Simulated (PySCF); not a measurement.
SMILES C[Si](N)(O)O (CH7NO2Si) (CAM-B3LYP/def2-SVP optimised geometry):

```
12

C     -0.787     0.862     0.000
Si    -0.184    -0.896     0.000
N     -0.891    -1.694    -1.349
O      1.476    -0.896     0.000
O     -0.560    -1.738     1.388
H     -1.885     0.920    -0.050
H     -0.460     1.375     0.916
H     -0.376     1.418    -0.856
H     -0.558    -2.606    -1.645
H     -1.205    -1.151    -2.146
H      1.885    -1.418     0.698
H     -1.428    -2.154     1.403
```

Level of theory: PySCF with CAM-B3LYP/def2-TZVP.

### Question
What are the frontier orbital energies and the dipole moment?

### Answer
HOMO-2 -10.63 eV, HOMO-1 -10.01 eV, HOMO -9.00 eV, LUMO 1.42 eV, LUMO+1 2.50 eV; dipole moment 1.69 D.

On the same geometry PBE/def2-TZVP (PySCF 2.14.0) gives HOMO-2 -7.31 eV, HOMO-1 -6.98 eV, HOMO -5.99 eV, LUMO -0.15 eV, LUMO+1 0.85 eV; dipole moment 1.62 D.

Meta-Löwdin charges at CAM-B3LYP/def2-TZVP: C1 -0.64, Si2 1.39, N3 -0.76, O4 -0.78, O5 -0.78, H6 0.12, H7 0.13, H8 0.13, H9 0.23, H10 0.24, H11 0.35, H12 0.35.
